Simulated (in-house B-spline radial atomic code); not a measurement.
Results of a calculation; reference values are marked as such.
# Softness against transferability: the 4p channel of As

As, [Ar] 3d10 4s2 4p3, non-relativistic PBE, spherical and spin-unpolarised, from an all-electron radial atomic-structure program (B-spline basis) (atomic units). The all-electron 4p level is ε = -0.192249 hartree, its outermost node lies just inside 0.79 bohr and its outer maximum at 2.00 bohr.

Troullier-Martins pseudo-orbitals are made for several radii. The cutoffs (hartree) are the plane-wave energies beyond which the orbital holds less than the named kinetic energy per electron. The phase error is the difference, pseudo minus all-electron, of arctan(R P'/P) at R = 3.1 bohr for all radii, half a hartree below and above the level.

```tsv
r_c (bohr)	V_l(0) (hartree)	cutoff for 10 mEh	for 1 mEh	for 0.1 mEh	phase error at ε − 0.5 (mrad)	at ε + 0.5 (mrad)
1.5	-3.69	2.51	19	38.4	-0.3	-2.3
1.74	-0.10	2.51	8.65	15.7	-0.2	-1.6
2.0	-0.24	2.42	8.32	12.3	-0.2	-1.8
2.26	-0.77	2.42	6.77	10	-0.4	-2.9
2.52	-1.13	2.33	3.48	8.32	-0.7	-4.9
2.8	-1.33	2.42	3.38	6.34	-1.2	-7.5
```

Which radius needs the lowest cutoff for 0.1 mEh while both phase errors stay within 3.0 mrad?

The radii within that limit are 1.5, 1.74, 2.0, 2.26 bohr; of these r_c = 2.26 needs the least, 10 hartree, that is 20 Ry or 272 eV.

What does the larger radius buy, and what does it cost?

From r_c = 1.5 to 2.8 bohr the cutoff for 1 mEh goes from 19 to 3.38 hartree, a factor of 5.62, against 3.48 for a pure 1/r_c² scaling, end to end; step by step it is 19, 8.65, 8.32, 6.77, 3.48, 3.38, and for 0.1 mEh 38.4, 15.7, 12.3, 10, 8.32, 6.34; the number of plane waves goes as the cutoff to the power 3/2, here a factor of 13.3. The larger of the two phase errors is least at r_c = 1.74 bohr, 1.6 mrad; it is 2.3 at the smallest radius and 7.5 at the largest. These errors test the reference atom alone. Large radii also let the cores of neighbours overlap, which an atom doesn't show.
